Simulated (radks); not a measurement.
All-electron atom: the ruthenium ion Ru3+ in [Kr] 4d4.5 5p0.5 (fractional occupations, a model configuration). Calculated with a radial shooting solver on a logarithmic mesh with Libxc functionals: scalar-relativistic Kohn-Sham, PBE, spin-polarised, spherical densities, finite nucleus; open shells are filled with parallel spins first (spin-orbit coupling, left out, can overturn this in heavy ions); Fermi nuclear charge, rms radius 4.4809 fm.

X-ray form factor f0, the Fourier transform of the density (f0(0) = 41):

sin(theta)/lambda (1/angstrom)  f0 (electrons)
0.05                                    40.476
0.1                                     39.039
0.15                                    36.996
0.2                                     34.659
0.25                                    32.262
0.3                                     29.953
0.4                                     25.919
0.5                                     22.796
0.6                                     20.424
0.8                                     16.882
1                                       13.941
1.25                                    10.815
1.5                                      8.513
2                                        6.095
